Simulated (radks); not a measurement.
Values are calculated unless marked as measured or tabulated.
Problem. Bi2+, 81 electrons, occupied as [Hg] 6p0.5 6d0.5 (fractional occupations, a model configuration). Code: a radial shooting solver on a logarithmic mesh with Libxc functionals. Model: Dirac Kohn-Sham, BP86, spin-unpolarised, spherical densities, point nucleus; open shells fill j = l - 1/2 first. Some entries of the table are withheld. Estimate them.

orbital  occ.  eigenvalue (eV)  r(max) (bohr)
1s1/2       2        -90551.97       0.009649
2s1/2       2        -16269.92        0.05639
2p1/2       2        -15630.87        0.04118
2p3/2       4        -13309.85        0.04901
3s1/2       2        -3941.281         0.1587
3p1/2       2        -3652.893         0.1478
3p3/2       4        -3133.230         0.1636
3d3/2       4        -2661.475         0.1269
3d5/2       6        -2551.355         0.1312
4s1/2       2        -919.2057         0.3563
4p1/2       2              (1)         0.3536
4p3/2       4              (2)         0.3855
4d3/2       4              (3)         0.3763
4d5/2       6              (4)         0.3859
5s1/2       2        -176.3152         0.7713
4f5/2       6              (5)         0.3399
4f7/2       8              (6)         0.3443
5p1/2       2        -132.8785         0.8068
5p3/2       4        -108.1835         0.8830
5d3/2       4         -47.6393            (7)
5d5/2       6         -44.6074            (8)
6s1/2       2         -31.8698          1.831
6p1/2     0.5         -22.2785          2.101
6p3/2       0         -19.4765          2.333
6d3/2     0.5          -9.6545            (9)
6d5/2       0          -9.4410           (10)

Solution. 
(1) 4p1/2 eigenvalue (eV): -793.8656
(2) 4p3/2 eigenvalue (eV): -665.8004
(3) 4d3/2 eigenvalue (eV): -462.2085
(4) 4d5/2 eigenvalue (eV): -438.3167
(5) 4f5/2 eigenvalue (eV): -174.2017
(6) 4f7/2 eigenvalue (eV): -168.7105
(7) 5d3/2 r(max) (bohr): 1.016
(8) 5d5/2 r(max) (bohr): 1.046
(9) 6d3/2 r(max) (bohr): 3.514
(10) 6d5/2 r(max) (bohr): 3.614
